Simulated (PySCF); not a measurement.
Cl3H4NSi2, SMILES [SiH3]N[Si](Cl)(Cl)Cl. Atoms are numbered in the order given.

```xyz
10

Si    -2.5540     0.0986     0.9770
N     -1.0448     0.8595     0.5048
Si     0.3483     0.1066    -0.1180
Cl     1.1075    -1.2868     1.1789
Cl     1.7554     1.5561    -0.4518
Cl    -0.0347    -0.8794    -1.8732
H     -2.3904    -1.3578     0.7140
H     -3.6929     0.6404     0.1788
H     -2.8366     0.3305     2.4242
H     -0.9670     1.8683     0.6069
```

The structure is a stationary point at PBE0-D3(BJ)/def2-SVP. Other conformers were not sampled.

Level of theory: SMD-B3LYP/def2-SVP (PySCF).

Solvation free energies are E(SMD) − E(gas) at the gas-phase geometry, for 1 M in both phases. In vacuum the dipole moment is 2.03 D.

Question: Rank water, N,N-dimethylformamide, ethanol by solvation free energy, most negative first.

Answer: ethanol (-5.2 kcal/mol), N,N-dimethylformamide (-4.3 kcal/mol), water (0.2 kcal/mol)
